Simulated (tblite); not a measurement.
Species: C6H13OP.
Cartesian coordinates in Å at the GFN2-xTB level; atoms count from 1:
```
atom  x, y, z in Å
O1    -1.0201    2.9660    0.5682
P2    -0.4888    1.6006    0.6138
C3    -1.7689    0.3722    0.1681
C4    -1.4280   -1.1059    0.2594
C5    -0.1476   -1.4819   -0.4853
C6     1.1229   -1.0455    0.2549
C7     1.8273    0.1750   -0.3355
C8     0.9211    1.3851   -0.5323
H9    -0.0310    1.2342    1.8804
H10   -2.0423    0.6483   -0.8577
H11   -2.6293    0.6145    0.7996
H12   -1.3280   -1.3979    1.3071
H13   -2.2646   -1.6730   -0.1579
H14   -0.1687   -1.0521   -1.4879
H15   -0.1358   -2.5677   -0.6011
H16    0.8748   -0.8386    1.2972
H17    1.8423   -1.8678    0.2572
H18    2.2741   -0.0905   -1.2972
H19    2.6441    0.4444    0.3374
H20    1.4895    2.3170   -0.4674
H21    0.4480    1.3806   -1.5214
```

Method: GFN2-xTB as coded in tblite; computed harmonic values from a numerical Hessian at the method's own geometry, unscaled. This tight-binding method is rough: wavenumbers can miss measured ones by several per cent, in bad cases by 10 to 20. Modes of hydrogen on phosphorus can be 10 to 20 % off. One conformer, not necessarily the lowest.

Harmonic wavenumbers (cm⁻¹): 112.4, 136.7, 164.4, 222.2, 261.3, 324.5, 333.0, 350.5, 468.2, 492.8, 647.5, 686.4, 753.5, 773.5, 816.6, 840.1, 894.2, 930.6, 949.1, 967.1, 985.7, 1036.0, 1048.7, 1091.1, 1122.7, 1149.9, 1160.6, 1180.4, 1211.5, 1228.5, 1249.9, 1262.5, 1278.6, 1297.6, 1339.3, 1349.1, 1350.4, 1369.4, 1430.7, 1439.8, 1483.3, 1489.9, 1495.8, 1500.5, 2267.4, 2907.9, 2913.5, 2942.3, 2953.8, 2959.1, 2959.7, 2967.4, 2976.6, 2982.6, 2984.4, 2992.4, 2998.0.

A = 2493, B = 1520, C = 1051 MHz; mass 132.070 u (most abundant isotopes); point group C1, symmetry number 1.

Q: Zero-point energy?

A: Half the sum of the wavenumbers: 39741 cm⁻¹ = 113.62 kcal/mol.

Q: Give the ideal-gas entropy at 273.15 K and 1 bar in the rigid-rotor, harmonic-oscillator model (classical rotation).

A: Translation 40.14, rotation 28.52, vibration 17.95: S = 86.6 cal/(mol K).

Q: And Cp and H(273.15 K) − H(0)?

A: Cp = 32.34 cal/(mol K), of which vibrations give 24.39 (their classical limit is 57 R = 113.3); H(273.15 K) − H(0) = 5.12 kcal/mol without the zero-point energy, 2.95 from vibrations.

Q: How do the functions run with temperature in this model?

A: 
```tsv
T (K)	S (cal/(mol K))	Cp (cal/(mol K))	H − H(0) (kcal/mol)	G − H(0) (kcal/mol)	ln q(vib)
100	64.4	15.2	1.06	-5.38	0.56
200	77.8	24.5	3.05	-12.52	2.20
300	89.8	35.4	6.03	-20.91	4.14
500	113.2	57.3	15.38	-41.21	8.51
800	145.3	79.1	36.13	-80.10	15.54
1000	164.0	88.6	52.95	-111.07	20.15
```

q(vib) and H(0) count from the zero-point level.

Q: What must be added to the electronic energy to get the Gibbs energy at 273.15 K and 1 bar?

A: ZPE + [H(273.15 K) − H(0)] − T·S = 113.62 + 5.12 − 23.66 = 95.08 kcal/mol.

Q: Blend soft modes into free rotors: weight 1/[1 + (100 cm⁻¹/ν̃)⁴] for the oscillator and the rest for a rotor with moment μB/(μ + B), μ = h/(8π²ν), B = 10⁻⁴⁴ kg m². What vibrational entropy results?

A: 17.77 cal/(mol K) in place of 17.95, which changes −T·S at 273.15 K by +0.05 kcal/mol.

Q: Which modes carry the vibrational entropy at 273.15 K?

A: 112.4 cm⁻¹: 3.06; 136.7 cm⁻¹: 2.68; 164.4 cm⁻¹: 2.33; 222.2 cm⁻¹: 1.78; 261.3 cm⁻¹: 1.50; 324.5 cm⁻¹: 1.15 cal/(mol K); the other 51 give 5.44 together.

Hindered rotation and anharmonicity are outside this model. Other conformers, if any are populated, would add a mixing term that is left out. The structure is chiral; the term R ln 2 for an equal mix with its mirror image is left out.
